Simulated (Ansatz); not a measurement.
ClFH6Si3, SMILES `F[SiH]([SiH3])[SiH2]Cl`, relaxed with RKS PBE0-D4/def2-TZVP in Ansatz from a PBE-D4/def2-SVP geometry. The force threshold is 0.005 eV/Å; the program also tests the step.

Total charge 0; spin multiplicity 1.

Start:

```xyz
11

F    -0.489   -1.766    1.621
Si   -0.121   -0.280    0.998
Si   -1.812    0.417   -0.490
Si    1.919   -0.359   -0.172
Cl    1.912    1.497   -1.154
H     0.006    0.690    2.145
H    -3.163    0.223    0.145
H    -1.742   -0.390   -1.758
H    -1.617    1.873   -0.810
H     1.950   -1.452   -1.204
H     3.156   -0.452    0.678
```

```tsv
step	energy (eV)	largest force (eV/Å)	largest move (Å)
1	-38958.7511	0.842	0.000
2	-38958.7942	0.603	0.050
3	-38958.8056	0.138	0.028
4	-38958.8069	0.077	0.033
5 (rejected)	-38958.8066	0.070	0.056
6	-38958.8085	0.015	0.027
7	-38958.8089	0.009	0.040
8	-38958.8092	0.028	0.082
9	-38958.8093	0.021	0.007
10	-38958.8094	0.004	0.011
11	-38958.8095	0.004	0.021
12	-38958.8095	0.007	0.034
13	-38958.8095	0.005	0.005
14	-38958.8095	0.004	0.004
```

End:

```xyz
11

F    -0.441   -1.713    1.595
Si   -0.123   -0.263    0.964
Si   -1.851    0.377   -0.487
Si    1.925   -0.330   -0.178
Cl    2.107    1.555   -1.006
H    -0.005    0.704    2.090
H    -3.163    0.285    0.207
H    -1.867   -0.507   -1.682
H    -1.614    1.780   -0.916
H     1.930   -1.321   -1.283
H     3.102   -0.567    0.696
```

It took 67 s on 4 threads of an Arm Neoverse V1 on a shared host, with 0.69 GiB of host memory at the peak.
